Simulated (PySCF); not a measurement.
A GIAO shielding run with PySCF 2.14.0 with density-fitted response routines (density fitting, non-relativistic, gas phase) on SMILES [SiH3]CCc1nccs1, C$_{5}$H$_{9}$NSSi:

```
$ OMP_NUM_THREADS=1 python probes_run.py task.json out

{"job": {"kind": "nmr", "xc": "PBE0", "basis": "pcSseg-1"}, "charge": 0, "multiplicity": 1}
Si    -1.816562     0.725454    -0.625615
C     -1.544150    -1.012904     0.120226
C     -0.563191    -1.020545     1.287370
C      0.700394    -0.356050     0.898316
N      0.767174     0.541507    -0.016962
C      2.018153     1.028443    -0.186859
C      2.955879     0.484289     0.627345
S      2.238694    -0.695872     1.659467
H     -1.598967     1.766804     0.375201
H     -3.254348     0.767735    -0.960861
H     -1.090745     0.923005    -1.873673
H     -1.172492    -1.684539    -0.653529
H     -2.490259    -1.427824     0.465978
H     -0.355492    -2.036901     1.635766
H     -0.994411    -0.469069     2.130320
H      2.188638     1.786141    -0.929499
H      4.004685     0.692354     0.686561
```

Hardware: 1 thread of an AMD EPYC 9B45, shared host. The job also computes population analyses, field gradients, ring-centre shieldings.

(1) How large is the calculation?

(2) How long does it take, and how much memory does it need?

## Answers

(1) 76 electrons, 195 basis functions and 1051 auxiliary functions.

(2) 18 s of wall time, with 14 SCF cycles and 5 response iterations; peak memory 0.86 GiB. Times on a shared host scatter by some tens of per cent.
